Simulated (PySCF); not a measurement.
# Distorted geometries of [Dy(H2O)]3+

[Dy(H2O)]3+ (singlet in the valence; each metal's 4f electrons, 9 of them, lie in its core potential, out of spins and levels). PySCF 2.14.0, RKS PBE0, Dy lcecp-1-SVP with ECP55, O def2-SVP, H def2-SVP; non-relativistic Hamiltonian with scalar-relativistic core potentials where named; density fitting; no spin-orbit coupling. Relaxed geometry:

```xyz
4

Dy    0.0000    0.0000   -0.0615
O     0.0000    0.0000    2.1093
H     0.7802    0.0000    2.7397
H    -0.7802    0.0000    2.7397
```

Problem. Order these distorted geometries by energy above the relaxed one, lowest first.
A.
```xyz
4

Dy    0.0429    0.0116   -0.1449
O     0.0181    0.0493    2.1005
H     0.6797   -0.0526    2.8133
H    -0.7407   -0.0082    2.7582
```
B.
```xyz
4

Dy   -0.0969   -0.0063   -0.0939
O     0.0940    0.1811    2.1258
H     0.8082   -0.0890    2.7233
H    -0.8053   -0.0858    2.7720
```
C.
```xyz
4

Dy    0.0076   -0.0390   -0.0497
O    -0.0225    0.0313    2.1896
H     0.7918   -0.0158    2.6472
H    -0.7769    0.0235    2.7401
```

Solution. A (0.16 eV), C (0.32 eV), B (0.52 eV).

Problem. Which forces (eV/Å) act in the one that lies 0.16 eV up?

Solution. 
```
Dy   0.05  0.08  0.93
O   -1.05 -0.35 -0.40
H    1.66  0.05  0.16
H   -0.65  0.22 -0.69
```
Forces carry noise of the integration grid, about 0.01 to 0.03 eV/Å.

An lcecp potential fixes the number of 4f electrons, so in runs with it no electron can move into or out of that shell.
